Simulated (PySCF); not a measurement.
Field gradients at the hydrogen positions

Compound: C5H9NOSi.
Geometry (GFN2-xTB, Å), atoms numbered from 1 in this order:
```xyz
17
C5H9NOSi angstrom
C     -1.7222   -1.6389   -0.0308
C     -1.1702   -0.2530   -0.0130
C     -1.9155    0.9609   -0.0180
C     -1.0168    1.9747   -0.0067
O      0.2496    1.4806    0.0030
C      0.1428    0.1377   -0.0021
N      1.3156   -0.5680    0.0058
Si     2.8590    0.2160    0.0396
H     -2.5857   -1.7076    0.6282
H     -2.0430   -1.9158   -1.0363
H     -0.9760   -2.3587    0.3006
H     -2.9831    1.0479   -0.0263
H     -1.1229    3.0400   -0.0044
H      1.1911   -1.5651    0.0070
H      3.7813   -0.9190    0.0506
H      2.9733    1.0331    1.2481
H      3.0158    1.0472   -1.1551
```

Level: PBE0/pcSseg-1 (PySCF, non-relativistic); Q(2H) = 0.00286 b; rigid geometry, the same for H and D, with no vibrational averaging.

Question: Rank these positions by the coupling χzz of a deuteron there, largest first.
A. H17 (Si–H hydrogen)
B. H10 (methyl hydrogen)
C. H11 (methyl hydrogen)
D. H14 (N–H hydrogen)
E. H12 (aromatic hydrogen)

Answer: D (287 kHz), E (235 kHz), C (212 kHz), B (207 kHz), A (107 kHz).

Question: Give the electric field gradient Vzz (the principal value of largest size), its asymmetry and the 2H coupling at each hydrogen.

Answer: 
```csv
atom,bonded to,bond length (Å),Vzz (au),η,χzz (kHz)
H9,C1,1.088,0.3128,0.02,210
H10,C1,1.091,0.3085,0.01,207
H11,C1,1.088,0.3160,0.04,212
H12,C3,1.071,0.3503,0.06,235
H13,C4,1.071,0.3468,0.13,233
H14,N7,1.005,0.4266,0.18,287
H15,Si8,1.463,0.1613,0.05,108
H16,Si8,1.463,0.1602,0.03,108
H17,Si8,1.464,0.1598,0.03,107
```

Question: Average by the element that carries the hydrogen.

Answer: on C: 220 kHz over 5 positions, mean bond length 1.082 Å; on N: 287 kHz over 1 position, mean bond length 1.005 Å; on Si: 108 kHz over 3 positions, mean bond length 1.463 Å.

Question: A static deuteron (I = 1) shows a doublet split by (3/2)χ, (3/4)χ(1 + η) and (3/4)χ(1 − η) with the field along z, y and x of the gradient. What are these for H10?

Answer: With |χ| = 207.3 kHz and η = 0.008: 311, 157 and 154 kHz, to first order and without motion.

The structure is a single GFN2-xTB conformer in the gas phase; no vibrational or solvent corrections. GFN2-xTB frequencies show an imaginary mode (27i cm⁻¹), so this geometry is no minimum at that level. GFN2-xTB bond lengths can be off by several hundredths of an ångström, more for odd bonds, and the gradients follow them. The basis is small and wasn't made for field gradients, so the couplings can be 20 % off.
